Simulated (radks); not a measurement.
The nuclear charge of neutral iodine is varied continuously with 53 electrons held in [Kr] 4d10 5s2 5p5. All-electron calculation, Dirac Kohn-Sham, PBE, spin-unpolarised, spherical densities, finite nucleus; open shells are shared between the two j in proportion to 2j + 1; Fermi nuclear charge, rms radius 4.75 fm. Program: a radial shooting solver on a logarithmic mesh with Libxc functionals. By the Hellmann-Feynman theorem dE/dZ = E(electron-nucleus)/Z, the electronic potential at the nucleus (averaged over a nucleus of fixed radius).

[
 {"Z": "52.8", "E (hartree)": "-7053.67803", "E(electron-nucleus)/Z (hartree)": "-324.698", "HOMO": "5p3/2", "e(HOMO) (eV)": "-5.072", "<r> HOMO (bohr)": "2.595"},
 {"Z": "52.9", "E (hartree)": "-7086.19110", "E(electron-nucleus)/Z (hartree)": "-325.563", "HOMO": "5p3/2", "e(HOMO) (eV)": "-5.913", "<r> HOMO (bohr)": "2.555"},
 {"Z": "53", "E (hartree)": "-7118.79068", "E(electron-nucleus)/Z (hartree)": "-326.428", "HOMO": "5p3/2", "e(HOMO) (eV)": "-6.777", "<r> HOMO (bohr)": "2.516"},
 {"Z": "53.1", "E (hartree)": "-7151.47678", "E(electron-nucleus)/Z (hartree)": "-327.294", "HOMO": "5p3/2", "e(HOMO) (eV)": "-7.664", "<r> HOMO (bohr)": "2.480"},
 {"Z": "53.2", "E (hartree)": "-7184.24942", "E(electron-nucleus)/Z (hartree)": "-328.159", "HOMO": "5p3/2", "e(HOMO) (eV)": "-8.573", "<r> HOMO (bohr)": "2.446"},
 {"Z": "53.3", "E (hartree)": "-7217.10858", "E(electron-nucleus)/Z (hartree)": "-329.024", "HOMO": "5p3/2", "e(HOMO) (eV)": "-9.504", "<r> HOMO (bohr)": "2.413"},
 {"Z": "53.4", "E (hartree)": "-7250.05429", "E(electron-nucleus)/Z (hartree)": "-329.890", "HOMO": "5p3/2", "e(HOMO) (eV)": "-10.455", "<r> HOMO (bohr)": "2.382"},
 {"Z": "53.5", "E (hartree)": "-7283.08655", "E(electron-nucleus)/Z (hartree)": "-330.755", "HOMO": "5p3/2", "e(HOMO) (eV)": "-11.427", "<r> HOMO (bohr)": "2.352"},
 {"Z": "53.6", "E (hartree)": "-7316.20539", "E(electron-nucleus)/Z (hartree)": "-331.621", "HOMO": "5p3/2", "e(HOMO) (eV)": "-12.419", "<r> HOMO (bohr)": "2.323"},
 {"Z": "53.7", "E (hartree)": "-7349.41081", "E(electron-nucleus)/Z (hartree)": "-332.487", "HOMO": "5p3/2", "e(HOMO) (eV)": "-13.430", "<r> HOMO (bohr)": "2.296"},
 {"Z": "53.8", "E (hartree)": "-7382.70285", "E(electron-nucleus)/Z (hartree)": "-333.353", "HOMO": "5p3/2", "e(HOMO) (eV)": "-14.460", "<r> HOMO (bohr)": "2.269"},
 {"Z": "53.9", "E (hartree)": "-7416.08151", "E(electron-nucleus)/Z (hartree)": "-334.220", "HOMO": "5p3/2", "e(HOMO) (eV)": "-15.509", "<r> HOMO (bohr)": "2.244"},
 {"Z": "54", "E (hartree)": "-7449.54683", "E(electron-nucleus)/Z (hartree)": "-335.087", "HOMO": "5p3/2", "e(HOMO) (eV)": "-16.576", "<r> HOMO (bohr)": "2.219"}
]

The central difference of E at Z = 53 is -326.428 hartree, to compare with the third column; the second derivative is -8.65 hartree.
